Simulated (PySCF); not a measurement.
An unknown is described by computed data only.

Formula: C7H11F.

| Item | Value |
| --- | --- |
| Dipole | 1.95 D [PBE0/pcSseg-1] |
| 13C NMR | chemical shifts (computed TMS as zero) by class: 106.0 (1 C), 43.0 (1 C), 35.9 (1 C), 35.5 (2 C), 32.2 (2 C) ppm [GIAO PBE0/pcSseg-1] |
| 1H NMR | chemical shifts (computed TMS as zero) by class: 1.97 (2 H), 1.90 (2 H), 1.86 (1 H), 1.61 (2 H), 1.45 (2 H), 1.41 (2 H) ppm [GIAO PBE0/pcSseg-1] |
| NMR, other nuclei | isotropic shieldings of nuclei other than C and H, by class: 383 (1 F) ppm [GIAO PBE0/pcSseg-1] |
| Rotational structure | rotational constants A, B, C: 3.195, 2.186, 1.843 GHz [GFN2-xTB] |

Electronic properties: PySCF, gas phase, density fitting. Levels stand in brackets. Geometry: GFN2-xTB; no solvent, vibrations or thermal averaging. NMR values are class means; diastereotopic atoms form classes of their own.

Problem. Give a SMILES that accounts for the data.

Solution. Numbering: `[F:1][C@:2]12[CH2:3][CH2:4][C@H:5]([CH2:6][CH2:7]1)[CH2:8]2`. Its formula, C7H11F, gives 2 degrees of unsaturation: 2 rings and 0 π bonds in the structure found. 7 carbons fall into 5 classes; from least to most shielded: sp3 C–F carbon [C2] (106.0 ppm), ring CH2 carbon [C8] (43.0 ppm), sp3 carbon at a ring junction [C5] (35.9 ppm), ring CH2 carbon [C3/C7] (35.5 ppm, 2 C), ring CH2 carbon [C4/C6] (32.2 ppm, 2 C). Hydrogen classes from least to most shielded: 2 H on 2 ring CH2 carbons, C3/C7 (1.97 ppm), 2 H on 2 ring CH2 carbons, C4/C6 (1.90 ppm), 1 H on an sp3 carbon at a ring junction, C5 (1.86 ppm), 2 H on 2 ring CH2 carbons, C3/C7 (1.61 ppm), 2 H on a ring CH2 carbon, C8 (1.45 ppm), 2 H on 2 ring CH2 carbons, C4/C6 (1.41 ppm). The other shieldings belong to: 383 ppm, alkyl fluorine [F1]. The optimised geometry has point group Cs and is an asymmetric top. Structure: 1-fluorobicyclo[2.2.1]heptane, `F[C@]12CC[C@H](CC1)C2`. Computed isomers that give other values at the same levels: `C[C@@H]1C[C@]12C[C@@]2(C)F` (13C chemical shifts (computed TMS as zero) by class: 82.3 (1 C), 26.3 (1 C), 22.2 (1 C), 18.3 (1 C), 17.7 (1 C), 16.2 (1 C), 15.8 (1 C) ppm); `CC(C)(C)C#CCF` (13C chemical shifts (computed TMS as zero) by class: 107.3 (1 C), 81.5 (1 C), 73.9 (1 C), 32.5 (3 C), 28.0 (1 C) ppm); `F[C@]12CCC[C@H](C1)C2` (13C chemical shifts (computed TMS as zero) by class: 94.6 (1 C), 41.2 (2 C), 37.7 (1 C), 31.7 (1 C), 26.0 (1 C), 20.9 (1 C) ppm). The assignments are read from this structure; whether some other isomer fits the data as well wasn't checked.
